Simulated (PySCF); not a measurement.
Species: C5H8FN.
SMILES with atom numbers: `[CH2:1]=[CH:2]/[N:3]=[C:4](/[CH3:5])[CH2:6][F:7]` (hydrogens: H8, H9 on C1; H10 on C2; H11, H12, H13 on C5; H14, H15 on C6)

Method: PBE0-D3(BJ)/def2-SVP geometry optimisation, gas phase (PySCF); density fitting, grid level 1; the optimiser is geomeTRIC in internal coordinates, started from a GFN2-xTB structure.

The end geometry, which sets the zero of energy:
```
atom  x, y, z in Å
C1      2.4473   -0.8187    1.1082
C2      1.3267   -0.1163    0.8978
N3      0.3520   -0.5774    0.0215
C4     -0.7301    0.0743   -0.1754
C5     -1.7486   -0.4559   -1.1307
C6     -1.0707    1.3859    0.5027
F7     -2.3057    1.8334    0.1204
H8      2.5999   -1.7666    0.5860
H9      3.2168   -0.4634    1.7961
H10     1.1920    0.8374    1.4320
H11    -2.7178   -0.6043   -0.6285
H12    -1.9337    0.2638   -1.9444
H13    -1.3902   -1.4051   -1.5455
H14    -0.3211    2.1553    0.2438
H15    -1.0639    1.2639    1.6004
```

**Question.** These geometries come from the run, each turned onto the end geometry. Order them by energy, lowest first.
A.
```
atom  x, y, z in Å
C1      2.4475   -0.8203    1.1013
C2      1.3274   -0.1144    0.8978
N3      0.3542   -0.5711    0.0184
C4     -0.7281    0.0815   -0.1771
C5     -1.7492   -0.4637   -1.1207
C6     -1.0700    1.3971    0.4958
F7     -2.2709    1.8809    0.0495
H8      2.5961   -1.7629    0.5666
H9      3.2180   -0.4755    1.7945
H10     1.1951    0.8329    1.4464
H11    -2.6978   -0.6650   -0.5958
H12    -1.9879    0.2643   -1.9121
H13    -1.3639   -1.3911   -1.5614
H14    -0.2865    2.1486    0.2893
H15    -1.1311    1.2649    1.5918
```
B.
```
atom  x, y, z in Å
C1      2.4604   -0.6124    0.9557
C2      1.1707   -0.3706    1.1585
N3      0.2080   -0.7103    0.2332
C4     -0.7613    0.0184   -0.1123
C5     -1.7781   -0.4984   -1.0704
C6     -0.9492    1.4388    0.3818
F7     -2.0531    2.0372   -0.1653
H8      2.8069   -1.0149    0.0203
H9      3.1980   -0.3832    1.7028
H10     0.8252    0.0420    2.1053
H11    -2.7659   -0.4627   -0.6129
H12    -1.8076    0.1351   -1.9557
H13    -1.5363   -1.5179   -1.3519
H14    -0.0804    2.0567    0.1238
H15    -1.0842    1.4483    1.4715
```
C.
```
atom  x, y, z in Å
C1      2.4820   -0.7411    1.0377
C2      1.2487   -0.2183    1.0279
N3      0.2953   -0.6508    0.1120
C4     -0.7430    0.0460   -0.1462
C5     -1.7718   -0.4775   -1.0972
C6     -1.0187    1.4164    0.4397
F7     -2.1707    1.9526   -0.0685
H8      2.7375   -1.5025    0.2987
H9      3.2343   -0.4041    1.7530
H10     0.9837    0.5365    1.7827
H11    -2.7510   -0.5615   -0.6006
H12    -1.9105    0.2255   -1.9334
H13    -1.4574   -1.4558   -1.4767
H14    -0.1819    2.0994    0.2183
H15    -1.1235    1.3415    1.5369
```
D.
```
atom  x, y, z in Å
C1      2.4629   -0.5807    0.9765
C2      1.1522   -0.3581    1.1288
N3      0.2046   -0.7600    0.1939
C4     -0.7705   -0.0048   -0.1315
C5     -1.8096   -0.4821   -1.0885
C6     -0.9190    1.4006    0.4015
F7     -2.0034    2.0324   -0.1397
H8      2.8350   -1.0757    0.0746
H9      3.1811   -0.2667    1.7368
H10     0.7908    0.1276    2.0517
H11    -2.8135   -0.4273   -0.6370
H12    -1.8420    0.1560   -1.9867
H13    -1.5816   -1.5168   -1.3729
H14    -0.0051    1.9806    0.1737
H15    -1.0289    1.3812    1.5032
```

**Answer.** A (0.003 eV), C (0.008 eV), D (0.019 eV), B (0.088 eV).

In the order of the answer:

```json
{"step": "7", "E above end (eV)": "0.003", "largest force (eV/Å)": "0.08", "rms force component (eV/Å)": "0.021", "rms distance from end (Å)": "0.043", "rms bond change (Å)": "0.001", "bond most changed (Å)": "C6–F7 +0.001"}
{"step": "5", "E above end (eV)": "0.008", "largest force (eV/Å)": "0.16", "rms force component (eV/Å)": "0.051", "rms distance from end (Å)": "0.205", "rms bond change (Å)": "0.001", "bond most changed (Å)": "C6–H14 -0.002"}
{"step": "1", "E above end (eV)": "0.019", "largest force (eV/Å)": "0.13", "rms force component (eV/Å)": "0.035", "rms distance from end (Å)": "0.427", "rms bond change (Å)": "0.002", "bond most changed (Å)": "C4–C6 -0.005"}
{"step": "0", "E above end (eV)": "0.088", "largest force (eV/Å)": "0.71", "rms force component (eV/Å)": "0.269", "rms distance from end (Å)": "0.444", "rms bond change (Å)": "0.012", "bond most changed (Å)": "N3=C4 -0.018"}
```

What follows is the cost of the whole optimisation. Time: 66 s; peak memory 0.58 GiB. Hardware: Arm Neoverse V2, one thread, no GPU (shared host).
